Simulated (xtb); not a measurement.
ClIn, charge +1, doublet, geometry from GFN2-xTB (such geometries of metal compounds can be far from the true shape) (a state made from the parent by changing its charge; the spin is typed, not shown lowest), atoms displaced at random by about 0.02 Å a coordinate; GFN2-xTB run with xtb.

xtb was given this input:
```
$ xtb mol.xyz --gfn 2 --chrg 1 --uhf 1 --opt --json

# file mol.xyz
2

In     0.02942905    -0.01401969    -0.64381537
Cl     0.00419644     0.00902058     1.88929944
```

Question: What does xtb print? Leave out banner, timings and long lists.

Answer: 
```
   ID    Z sym.   atoms
    1   49 In     1
    2   17 Cl     2

           -------------------------------------------------
          |                Calculation Setup                |
           -------------------------------------------------

           -------------------------------------------------
          |                 G F N 2 - x T B                 |
           -------------------------------------------------

          ...................................................
          :                      SETUP                      :
          :.................................................:
          :  # basis functions                  20          :
          :  # atomic orbitals                  18          :
          :  # shells                            6          :
          :  # electrons                         9          :
          :  max. iterations                   250          :
          :  Hamiltonian                  GFN2-xTB          :
          :  restarted?                      false          :
          :  GBSA solvation                  false          :
          :  PC potential                    false          :
          :  electronic temp.          300.0000000     K    :
          :  accuracy                    1.0000000          :
          :  -> integral cutoff          0.2500000E+02      :
          :  -> integral neglect         0.1000000E-07      :
          :  -> SCF convergence          0.1000000E-05 Eh   :
          :  -> wf. convergence          0.1000000E-03 e    :
          :  Broyden damping             0.4000000          :
          :  net charge                          1          :
          :  unpaired electrons                  1          :
          ...................................................

 iter      E             dE          RMSdq      gap      omega  full diag
   1     -5.3174612 -0.531746E+01  0.428E+01    5.99       0.0  T
   2     -5.3446756 -0.272144E-01  0.136E+01    7.16       1.0  T
   3     -5.3468790 -0.220347E-02  0.394E+00    7.16       1.0  T
   4     -5.3472798 -0.400765E-03  0.178E+00    6.73       1.0  T
   5     -5.3473184 -0.385535E-04  0.157E+00    6.74       1.0  T
   6     -5.3474255 -0.107193E-03  0.292E-01    6.72       1.0  T
   7     -5.3474581 -0.325173E-04  0.621E-01    6.76       1.0  T
   8     -5.3474769 -0.188689E-04  0.848E-02    6.71       1.0  T
   9     -5.3474798 -0.288684E-05  0.491E-02    6.72       1.4  T
  10     -5.3474799 -0.121937E-06  0.130E-02    6.72       5.4  T
  11     -5.3474799 -0.323610E-08  0.689E-03    6.72      10.3  T
  12     -5.3474799 -0.119795E-08  0.145E-04    6.72     486.4  T
  13     -5.3474799 -0.171774E-11  0.133E-04    6.72     531.0  T

   *** convergence criteria satisfied after 13 iterations ***

         :::::::::::::::::::::::::::::::::::::::::::::::::::::
         ::                     SUMMARY                     ::
         :::::::::::::::::::::::::::::::::::::::::::::::::::::
         :: total energy              -5.347096801488 Eh    ::
         :: gradient norm              0.000939182423 Eh/a0 ::
         :: HOMO-LUMO gap              6.724802028454 eV    ::
         ::.................................................::
         :: SCC energy                -5.347479946563 Eh    ::
         :: -> isotropic ES            0.115693171434 Eh    ::
         :: -> anisotropic ES         -0.002985047821 Eh    ::
         :: -> anisotropic XC          0.000388348652 Eh    ::
         :: -> dispersion             -0.000796761341 Eh    ::
         :: repulsion energy           0.000383145075 Eh    ::
         :: add. restraining           0.000000000000 Eh    ::
         :: total charge               1.000000000000 e     ::
         :::::::::::::::::::::::::::::::::::::::::::::::::::::

      -----------------------------------------------------------
     |                   =====================                   |
     |                        A N C O P T                        |
     |                   =====================                   |
     |               Approximate Normal Coordinate               |
     |                Rational Function Optimizer                |
      -----------------------------------------------------------
      -----------------------------------------------------------
     |                   =====================                   |
     |                        A N C O P T                        |
     |                   =====================                   |
     |               Approximate Normal Coordinate               |
     |                Rational Function Optimizer                |
      -----------------------------------------------------------

          ...................................................
          :                      SETUP                      :
          :.................................................:
          :   optimization level            normal          :
          :   max. optcycles                   200          :
          :   ANC micro-cycles                  20          :
          :   degrees of freedom                 1          :
          :.................................................:
          :   RF solver                   davidson          :
          :   write xtbopt.log                true          :
          :   linear (good luck)              true          :
          :   energy convergence         0.5000000E-05 Eh   :
          :   grad. convergence          0.1000000E-02 Eh/α :
          :   maxmium RF displ.          1.0000000          :
          :   Hlow (freq-cutoff)         0.1000000E-01      :
          :   Hmax (freq-cutoff)         5.0000000          :
          :   S6 in model hess.         20.0000000          :
          ...................................................

generating ANC from exact Hessian ...
Using Lindh-Hessian (1995)
 Shifting diagonal of input Hessian by    0.0000000000000000
[...]
 * total energy  :    -5.3470968 Eh     change       -0.1953993E-12 Eh
   *** GEOMETRY OPTIMIZATION CONVERGED AFTER 1 ITERATIONS ***
[...]
          :  # atomic orbitals                  18          :
          :  # shells                            6          :
          :  # electrons                         9          :
          :  max. iterations                   250          :
          :  Hamiltonian                  GFN2-xTB          :
          :  restarted?                      false          :
          :  GBSA solvation                  false          :
          :  PC potential                    false          :
          :  electronic temp.          300.0000000     K    :
          :  accuracy                    1.0000000          :
          :  -> integral cutoff          0.2500000E+02      :
          :  -> integral neglect         0.1000000E-07      :
          :  -> SCF convergence          0.1000000E-05 Eh   :
          :  -> wf. convergence          0.1000000E-03 e    :
          :  Broyden damping             0.4000000          :
          :  net charge                          1          :
          :  unpaired electrons                  1          :
          ...................................................

 iter      E             dE          RMSdq      gap      omega  full diag
   1     -5.3474799 -0.534748E+01  0.804E-08    6.72       0.0  T
   2     -5.3474799  0.444089E-14  0.588E-08    6.72  100000.0  T
   3     -5.3474799  0.532907E-14  0.407E-08    6.72  100000.0  T

   *** convergence criteria satisfied after 3 iterations ***

         :::::::::::::::::::::::::::::::::::::::::::::::::::::
         ::                     SUMMARY                     ::
         :::::::::::::::::::::::::::::::::::::::::::::::::::::
         :: total energy              -5.347096801489 Eh    ::
         :: gradient norm              0.000939117721 Eh/a0 ::
         :: HOMO-LUMO gap              6.724802704567 eV    ::
         ::.................................................::
         :: SCC energy                -5.347479946563 Eh    ::
         :: -> isotropic ES            0.115693148595 Eh    ::
         :: -> anisotropic ES         -0.002985053761 Eh    ::
         :: -> anisotropic XC          0.000388333709 Eh    ::
         :: -> dispersion             -0.000796761322 Eh    ::
         :: repulsion energy           0.000383145075 Eh    ::
         :: add. restraining           0.000000000000 Eh    ::
         :: total charge               1.000000000000 e     ::
         :::::::::::::::::::::::::::::::::::::::::::::::::::::

           -------------------------------------------------
          |                Property Printout                |
           -------------------------------------------------

    * Orbital Energies and Occupations

         #    Occupation            Energy/Eh            Energy/eV
      -------------------------------------------------------------
         1        2.0000           -1.2548854             -34.1472
         2        2.0000           -0.7835820             -21.3224
         3        1.9537           -0.6680390             -18.1783
         4        1.9537           -0.6680390             -18.1783
         5        1.0925           -0.6629953             -18.0410 (HOMO)
         6                         -0.4158633             -11.3162 (LUMO)
         7                         -0.4158633             -11.3162
         8                         -0.3564979              -9.7008
         9                         -0.2701022              -7.3499
        10                         -0.2701022              -7.3499
        11                         -0.2306581              -6.2765
        12                         -0.2306581              -6.2765
        13                         -0.2101797              -5.7193
        14                         -0.2098881              -5.7113
        15                         -0.2098881              -5.7113
        16                         -0.2085478              -5.6749
       ...                                ...                  ...
        18                          0.2111929               5.7469
      -------------------------------------------------------------
                  HL-Gap            0.2471320 Eh            6.7248 eV
             Fermi-level           -0.6022968 Eh          -16.3893 eV

     #   Z          covCN         q      C6AA      α(0)
     1  49 In       0.758     0.771   490.675    58.138
     2  17 Cl       0.758     0.229    92.422    14.706

 Mol. C6AA /au·bohr⁶  :        966.221189
 Mol. C8AA /au·bohr⁸  :     106508.993931
 Mol. α(0) /au        :         72.843565

Wiberg/Mayer (AO) data.
largest (>0.10) Wiberg bond orders for each atom

 ---------------------------------------------------------------------------
     #   Z sym  total        # sym  WBO       # sym  WBO       # sym  WBO
 ---------------------------------------------------------------------------
     1  49 In   0.768 --     2 Cl   0.768
     2  17 Cl   0.768 --     1 In   0.768
 ---------------------------------------------------------------------------

Topologies differ in total number of bonds
Writing topology from bond orders to xtbtopo.mol

molecular dipole:
                 x           y           z       tot (Debye)
 q only:        0.045      -0.017      -0.122
   full:        0.046      -0.017      -0.225       0.585
molecular quadrupole (traceless):
                xx          xy          yy          xz          yz          zz
 q only:       -2.026      -0.002      -2.029      -0.069       0.058       4.054
  q+dip:       -3.422      -0.002      -3.425      -0.117       0.099       6.848
   full:       -2.235      -0.002      -2.238      -0.082       0.066       4.473

optimized geometry written to: xtbopt.xyz

           -------------------------------------------------
          | TOTAL ENERGY               -5.347096801489 Eh   |
          | GRADIENT NORM               0.000939117721 Eh/α |
          | HOMO-LUMO GAP               6.724802704567 eV   |
           -------------------------------------------------
```
